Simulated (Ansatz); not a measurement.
Cl2, charge +1, doublet, geometry from GFN2-xTB (a state made from the parent by changing its charge; the spin is typed, not shown lowest). Base run: B3LYP/cc-pVTZ (Ansatz, a first-principles code).

Input for Ansatz:
Ansatz 0.2 input:
```yaml
crystal:
  periodic: [false, false, false]
  atoms:
    - {symbol: Cl, position_ang: [-0.00000000, -0.00000000, -0.98043196]}
    - {symbol: Cl, position_ang: [0.00000000, 0.00000000, 0.98043196]}
basis:
  gaussian:
    orbitals: cc-pVTZ
hamiltonian:
  xc: b3lyp
total_charge: 1
magnetization: {spin_polarized: true, initial_magnetization: 1}
```

Each row names what was changed in the base input (with any setting that the change needs).

```csv
change,ΔE vs base (mEh)
base,0.000
"final_grid = 10, 20, 41",0.000
"final_grid = 6, 12, 29",-0.002
"point_charge = charge:1.0 position_ang:2.663, 2.8837, 0.6608",122.6
forces = on,0.000
fitting.mean_field = cc-pVTZ-JKFIT,0.002
nuclear_model = gaussian,0.881
lower_state_search = full,0.000
accuracy = high,-0.008
fitting.mean_field = def2-universal-JKFIT,-0.007
"final_grid = 4, 8, 17",0.051
```
